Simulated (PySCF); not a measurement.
## Boron: a sound run and one with changed settings

Sound run: B⁺ [He] 2s2, B²⁺ [He] 2s1. Calculation: PySCF 2.14, in 6-31G*; no relativity, point nucleus. The sound run starts from symmetry-adapted Hartree-Fock orbitals and uses a fine grid where one is needed.

Changed run: radial step 0.8 in ln r (0.13 in the sound run). This setting is unsound on purpose.

```csv
species,method,sound run (hartree),changed run (hartree),converged
B⁺,UHF,-24.23404,-24.23404,yes
B⁺,LDA,-24.03248,-24.02671,yes
B⁺,PBE0,-24.29798,-24.29369,yes
B²⁺,UHF,-23.37174,-23.37174,yes
B²⁺,LDA,-23.12968,-23.13217,yes
B²⁺,PBE0,-23.39399,-23.39270,yes
```

Ionisation energy of B⁺:

```tsv
method	sound run (eV)	changed run (eV)
UHF	23.465	23.465
LDA	24.566	24.341
PBE0	24.599	24.517
```

A coarse radial grid mis-integrates the density and the exchange-correlation energy, with errors of either sign; Hartree-Fock needs no grid.

For comparison, NIST gives 25.155 eV between the lowest levels.
